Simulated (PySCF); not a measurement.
**Radial density of Sc+ (scandium, charge +1)**

UHF, [Ar] 3d1 4s1, high-spin 3D determinant. All numbers are calculated (PySCF 2.14, scalar relativity by spin-free X2C-1e, in x2c-QZVPPall with one added diffuse shell each of s, p, d, f, g type (12s8p6d4f3g, 121 functions)).

| r (bohr) | 4πr²ρ (e/bohr) | 4πr²(ρα − ρβ) |
| --- | --- | --- |
| 0.00121 | 0.1390 | 0.0001 |
| 0.00203 | 0.3622 | 0.0002 |
| 0.00342 | 0.9240 | 0.0004 |
| 0.00574 | 2.273 | 0.0010 |
| 0.00966 | 5.261 | 0.0022 |
| 0.0163 | 10.96 | 0.0045 |
| 0.0273 | 19.07 | 0.0071 |
| 0.0460 | 24.75 | 0.0064 |
| 0.0773 | 21.56 | -0.0015 |
| 0.130 | 18.64 | -0.0013 |
| 0.219 | 26.03 | 0.0332 |
| 0.368 | 17.61 | 0.1038 |
| 0.619 | 6.823 | 0.3747 |
| 1.04 | 8.693 | 0.5880 |
| 1.75 | 2.699 | 0.4994 |
| 2.95 | 0.5503 | 0.4828 |
| 4.96 | 0.1289 | 0.1288 |
| 8.34 | 0.002277 | 0.0023 |

Densities and radii are taken from the X2C orbitals without a picture-change correction, which distorts them close to the nucleus.
